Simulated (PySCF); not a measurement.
Ga(H)2(SMe), SMILES [GaH2][S]C, PBE0/def2-SVP optimised geometry.

```
8

Ga    -0.29    -1.27     0.00
H     -1.24    -2.52     0.00
H      1.28    -1.27     0.00
S     -1.28     0.68     0.00
C      0.11     1.87     0.00
H      0.05     2.49     0.91
H      0.03     2.52    -0.88
H      1.08     1.36    -0.01
```

Density from PySCF with PBE0/def2-TZVP at that geometry.

Minimum of the electron density along straight lines between bonded atoms, close to the bond critical point (lines longer than 1.1 times the sum of covalent radii, or with two minima, are not listed):

```json
[
 {"bond": "Ga1–H2", "length / Å": "1.561", "ρ at the minimum / e bohr⁻³": "0.117", "∇²ρ there / e bohr⁻⁵": "0.14", "position (fraction from the first atom)": "0.60"},
 {"bond": "Ga1–H3", "length / Å": "1.567", "ρ at the minimum / e bohr⁻³": "0.115", "∇²ρ there / e bohr⁻⁵": "0.14", "position (fraction from the first atom)": "0.60"},
 {"bond": "Ga1–S4", "length / Å": "2.191", "ρ at the minimum / e bohr⁻³": "0.098", "∇²ρ there / e bohr⁻⁵": "0.18", "position (fraction from the first atom)": "0.44"},
 {"bond": "S4–C5", "length / Å": "1.825", "ρ at the minimum / e bohr⁻³": "0.176", "∇²ρ there / e bohr⁻⁵": "-0.28", "position (fraction from the first atom)": "0.53"},
 {"bond": "C5–H6", "length / Å": "1.099", "ρ at the minimum / e bohr⁻³": "0.275", "∇²ρ there / e bohr⁻⁵": "-0.94", "position (fraction from the first atom)": "0.65"},
 {"bond": "C5–H7", "length / Å": "1.099", "ρ at the minimum / e bohr⁻³": "0.275", "∇²ρ there / e bohr⁻⁵": "-0.94", "position (fraction from the first atom)": "0.65"},
 {"bond": "C5–H8", "length / Å": "1.099", "ρ at the minimum / e bohr⁻³": "0.275", "∇²ρ there / e bohr⁻⁵": "-0.94", "position (fraction from the first atom)": "0.65"}
]
```
